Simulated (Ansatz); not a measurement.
System: sum formula HSiO₂, charge 1, multiplicity 1. It need not be the lowest isomer of its formula. 
Structure (B3LYP-D3(BJ)/def2-TZVP (Ansatz, an electronic-structure program) minimum search):
SMILES: [OH+]=[Si]=O
```xyz
4

O     -1.4452     0.0952    -0.0815
Si     0.0876     0.0091    -0.0012
O      1.5614    -0.1989     0.1274
H     -2.1558     0.7013    -0.3512
```
Charge +1, spin multiplicity 1.

Quantity: vertical ionisation energy (to the doublet state of charge +2; each state is the SCF solution reached for its spin), in eV. Correlated levels leave the core frozen unless marked. UHF or UKS for open shells. Spin-orbit coupling is left out. No relativistic terms. CBS(X,Y): correlation extrapolated as X^-3; Hartree-Fock from the larger set. The bracket is a focal-point correction in the basis named.

Level to compare with: RI-MP2/CBS(aug-cc-pV(T+d)Z,aug-cc-pV(Q+d)Z)+[CCSD(T)-MP2]/aug-cc-pV(T+d)Z (Ansatz), 19.64 eV. It is a level with limits of its own, and the differences hold the functionals' basis error too.

Problem. Rank these functionals by how close they come to RI-MP2/CBS(aug-cc-pV(T+d)Z,aug-cc-pV(Q+d)Z)+[CCSD(T)-MP2]/aug-cc-pV(T+d)Z, closest first: PBE/def2-TZVPD (Ansatz); r2SCAN/def2-TZVPD (Ansatz); BHLYP/def2-TZVPD (Ansatz).

Solution. PBE/def2-TZVPD (GGA, 19.50 eV, difference -0.14), r2SCAN/def2-TZVPD (meta-GGA, 19.37 eV, difference -0.27), BHLYP/def2-TZVPD (global hybrid, 19.00 eV, difference -0.64)
